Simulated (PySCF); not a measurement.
# Working out the excitation energy of N⁺

N⁺ [He] 2s2 2p2 (3P) → N⁺ [He] 2s1 2p3 (5S). Computed with PySCF 2.14 in aug-cc-pCVTZ-DK (7s6p4d2f, 59 functions), with the spin-free X2C one-electron Hamiltonian (Gaussian nucleus). Frozen: 1s2. Energies in hartree (1 hartree = 27.21139 eV):

```json
{"part": "UHF", "N⁺ (lower)": "-53.920058", "N⁺ (upper)": "-53.771533"}
{"part": "CCSD correlation", "N⁺ (lower)": "-0.094651", "N⁺ (upper)": "-0.033907"}
{"part": "(T)", "N⁺ (lower)": "-0.001683", "N⁺ (upper)": "-0.000200"}
```

Task: What does Hartree-Fock give?

Result: (-53.771533) − (-53.920058) = 0.148525 hartree = 4.042 eV.

Task: What do CCSD and CCSD(T) give?

Result: The CCSD correlation energies differ by 0.060744 hartree = 1.653 eV and the triples by 0.001483 hartree = 0.040 eV, so CCSD gives 5.695 eV and CCSD(T) 5.735 eV.

Measured between the centres of the two terms (NIST): 5.790 eV, so CCSD(T) (valence) is off by -0.055 eV.

What remains against the reference includes basis incompleteness, the frozen core and higher excitations.
